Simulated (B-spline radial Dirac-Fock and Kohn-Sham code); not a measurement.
## How the binding energies of W¹¹⁺ add up

System: W¹¹⁺, configuration [Kr] 4d10 4f13 5s2 5p2; nuclear rms radius 5.3658 fm (A = 184).

Input of the calculation (task.json; shells as n, l, electrons):

```json
{"items": [{
  "Z": 74,
  "q": 11,
  "cfg": [[1, 0, 2], [2, 0, 2], [2, 1, 6], [3, 0, 2], [3, 1, 6], [3, 2, 10], [4, 0, 2], [4, 1, 6], [4, 2, 10], [4, 3, 13], [5, 0, 2], [5, 1, 2]],
  "A": 184,
  "rrms": 5.3658,
  "do": ["binding"]
}]}
```

Command: `python xray_run.py task.json out`

These are calculated numbers from a radial atomic solver; the model is multi-electron Dirac-Fock with separately optimised hole states, Breit and Lamb-shift corrections added in first order. Correlation and solid-state effects are left out. Energies are counted from the vacuum level.

All terms are in eV, carry their sign (relaxation lowers the binding energy) and add up to the binding energy; ⟨r⟩ is the mean radius of the orbital in the initial state.

```tsv
subshell	−ε (Koopmans)	relaxation	Gaunt	retardation	self-energy	vacuum polarisation	binding energy	⟨r⟩ (bohr)
K (1s)	70173.1	-81.60	-252.01	22.93	-148.18	28.10	69742.3	0.018
L1 (2s)	12416.0	-46.37	-27.55	1.94	-21.33	3.79	12326.5	0.077
L2 (2p1/2)	11856.3	-50.85	-47.48	5.08	-0.13	0.16	11763.1	0.064
L3 (2p3/2)	10500.6	-47.77	-32.62	6.90	-1.56	-0.14	10425.4	0.072
M1 (3s)	3075.8	-23.71	-4.98	0.32	-4.89	0.84	3043.4	0.200
M2 (3p1/2)	2827.4	-24.73	-8.82	0.84	-0.12	0.04	2794.6	0.190
M3 (3p3/2)	2529.7	-23.13	-5.78	1.30	-0.38	-0.04	2501.6	0.205
M4 (3d3/2)	2117.8	-25.77	-3.81	0.35	0.36	-0.04	2088.9	0.180
M5 (3d5/2)	2053.7	-25.19	-2.57	0.37	0.18	-0.04	2026.4	0.184
N1 (4s)	823.7	-7.21	-1.09	0.08	-1.18	0.20	814.5	0.449
N2 (4p1/2)	719.1	-7.13	-1.90	0.19	-0.01	0.01	710.2	0.455
N3 (4p3/2)	648.9	-6.18	-1.16	0.29	-0.07	-0.01	641.8	0.485
N4 (4d3/2)	477.4	-5.92	-0.58	0.06	0.09	-0.01	471.0	0.500
N5 (4d5/2)	464.2	-5.62	-0.32	0.06	0.05	-0.01	458.4	0.511
N6,7 (4f)	246.2	-4.96	0.12	-0.02	0.05	-0.01	241.3	0.563
O1 (5s)	266.1	-0.64	-0.24	0.02	-0.25	0.04	265.0	0.994
O2,3 (5p)	224.6	-0.46	-0.28	0.05	0.00	0.00	223.9	1.112
```

For the deepest level, K (1s), the Breit terms make up -0.328 % of the binding energy, QED -0.172 % and orbital relaxation -0.117 %.
